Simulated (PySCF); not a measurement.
C10H7N3, SMILES C1C=CC2N3C=1N=CN=C3C=CC=2.

The structure is a stationary point at PBE0-D3(BJ)/def2-SVP.

Two levels are set side by side: TDA-PBE/def2-SVP (PySCF) and TDA-LC-ωPBE/def2-SVP (PySCF). Vertical, same geometry. The lowest singlet is HOMO→LUMO 99 % with PBE and HOMO→LUMO 96 % with the other functional; states are paired by order. Differences are taken from unrounded values.

```json
[
 {"quantity": "lowest singlet excitation (eV)", "TDA-PBE": "1.73"},
 {"quantity": "lowest triplet excitation (TDA) (eV)", "TDA-PBE": "1.50"},
 {"quantity": "first bright state (f over 0.05) (eV)", "TDA-PBE": "3.56"},
 {"quantity": "its oscillator strength", "TDA-PBE": "0.08"}
]
```

Q: These are the TDA-PBE values. What does TDA-LC-ωPBE give? (An estimate is asked for; the answer gives what the named calculation found.)

A: 
```
quantity                               TDA-LC-ωPBE  TDA-PBE minus TDA-LC-ωPBE
-------------------------------------  -----------  -------------------------
lowest singlet excitation (eV)                2.04                      -0.31
lowest triplet excitation (TDA) (eV)          1.72                      -0.21
first bright state (f over 0.05) (eV)         4.44                      -0.88
its oscillator strength                       0.36                      -0.28
```

Functionals without exact exchange tend to place singlet excitations lower, as here. Differences between two approximate levels are no errors against the true value.

Rough cost on one machine, each run with all the roots and properties that it gave: TDA-LC-ωPBE against TDA-PBE about 3 times.
